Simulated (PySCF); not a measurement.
## From computed data to an observable: oscillator strength and radiative lifetime

B(Cl)(vinyl)(OMe) (C3H6BClO), SMILES B(C=C)(OC)Cl.

The structure is a stationary point at ωB97X-D3(BJ)/def2-SVP. The values are those of a single conformer.

TDA-PBE/def2-SVPD (PySCF) puts the first singlet state with f over 0.02 at 5.58 eV (vertical), with the transition dipole (-0.217, -0.058, 0.642) in atomic units.

Question: Find the oscillator strength, the wavelength and the radiative lifetime that this transition would have in vacuum if emission retraced absorption.

Answer: 
|μ|² = 0.4626 au, so |μ| = 1.73 D. ΔE = 5.58/27.211 = 0.2051 hartree. f = (2/3) ΔE |μ|² = 0.063 (the program prints 0.063).
λ = 1239.84/5.58 = 222 nm; ν = 45006 cm⁻¹.
Einstein's coefficient A = 0.6670 ν² f s⁻¹ (ν in cm⁻¹) = 8.5e7 s⁻¹, so τ = 1/A = 12 ns. This state is S3; the lower singlets have f = 0.010, 0.008. The figure is the radiative limit of this one transition; relaxation, internal conversion, crossing to triplets and a medium change what is measured.
